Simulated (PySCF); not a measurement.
A run for PySCF: R-B3LYP/LANL2DZ on CH3BrSi (SMILES C[Si]Br), a point of a torsion scan.

```python
from pyscf import gto, scf, dft, mp
from pyscf.data.elements import chemcore

mol = gto.M(
    atom='''
    C    -0.62955380   -0.00589608    0.02215308
    Si    0.93388943    1.08933961   -0.15351028
    Br    1.65499468    1.09216825    2.03344111
    H    -0.81749901   -0.35757511    1.03671940
    H    -1.51017135    0.54481928   -0.30776904
    H    -0.54739482   -0.88010590   -0.62332708
    ''',
    basis='lanl2dz',
    ecp={'Br': 'lanl2dz', 'Si': 'lanl2dz'},
    charge=0, spin=0, verbose=3, max_memory=1800)
mf = dft.RKS(mol, xc='b3lyp')
mf.conv_tol = 1e-8
mf.max_cycle = 100
mf.kernel()
if not mf.converged:
    mf = mf.newton().run(mf.mo_coeff, mf.mo_occ)
```

### Question
Give the final energy of this run.

### Answer
-56.9446 hartree.
